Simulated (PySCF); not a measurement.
This script is equivalent to a calculation on N (nitrogen, neutral).

```python
from pyscf import gto, scf, dft, mp, cc
import basis_set_exchange as bse
mol = gto.M(atom="N 0 0 0", charge=0, spin=3, symmetry="D2h",
            basis=gto.basis.parse(bse.get_basis("aug-cc-pVDZ", elements=["N"], fmt="nwchem", header=False)))
mf = dft.UKS(mol, xc="R2SCAN")
mf.irrep_nelec = {'Ag': (2, 2), 'B1u': (1, 0), 'B2u': (1, 0), 'B3u': (1, 0)}
mf.kernel()
```

Question: What total energy does it give?

Answer: -54.571 hartree (calculated).

Question: Which occupied shell lies highest, and where?

Answer: 2p α, at -8.903 eV.

Question: What is ⟨S²⟩, and what would a pure spin state give?

Answer: 3.754, against 3.75.
